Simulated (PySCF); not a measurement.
borazine (B3H6N3), SMILES B1NBNBN1.

The structure is a stationary point at B3LYP-D3(BJ)/def2-SVP.

All values below come from PySCF with B3LYP-D3(BJ)/def2-SVP.

Harmonic, unscaled wavenumbers; measured fundamentals usually lie a few per cent lower.

Modes within 1.5 cm⁻¹ of each other (mostly degenerate sets) share a row, with their intensities summed.

```csv
mode,ν (cm⁻¹),IR (km/mol),moving atoms (share of kinetic energy)
1–2,294,0.0,"N 41 %, H 30 %, B 28 %"
3,415,18.4,"H 50 %, N 34 %, B 16 %"
4–5,531,1.1,"N 54 %, B 37 %, H 8 %"
6–7,716,0.0,"H 85 %, N 10 %"
8,726,59.8,"H 78 %, B 20 %"
9,867,0.0,N 93 %
10–11,932,0.0,"H 64 %, B 32 %"
12–14,945,181.8,"H 64 %, B 24 %, N 12 %"
15,952,0.0,"B 90 %, H 10 %"
16,1045,0.0,H 98 %
17–18,1075,0.7,"H 80 %, N 16 %"
19,1257,0.0,"B 59 %, H 29 %, N 11 %"
20,1301,0.0,"H 52 %, N 43 %"
21–22,1393,3.2,"H 47 %, B 38 %, N 16 %"
23–24,1496,1025.4,"B 44 %, N 43 %, H 13 %"
25–26,2598,616.0,"H 91 %, B 9 %"
27,2608,0.0,"H 90 %, B 10 %"
28,3636,0.0,H 93 %
29–30,3638,114.1,H 93 %
```
